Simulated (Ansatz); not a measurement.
Ansatz results at the PBE0-D4/def2-TZVP geometry: LUMO energy (B3LYP/def2-TZVPP) 0.25 eV; HOMO–LUMO gap (PBE0/def2-TZVPP) 8.43 eV; size of the dipole moment (B3LYP/def2-TZVPP) 1.34 D.

Each molecule was computed in one conformer, which needn't be the lowest.

Question: Which molecule gave them?
A. `I[B]1O[BH][Zn]1`
B. `[CH3][GeH]([F])[CH]=O`
C. `B[SiH](B)F`
D. `[SiH3]OC1CO1`

Answer: D. The others give `[CH3][GeH]([F])[CH]=O`: -2.02, 5.45, 1.21; `I[B]1O[BH][Zn]1`: -2.48, 3.65, 2.32; `B[SiH](B)F`: -3.23, 4.98, 1.38.

B3LYP here is the variant with VWN-RPA as its local correlation; programs differ in this.
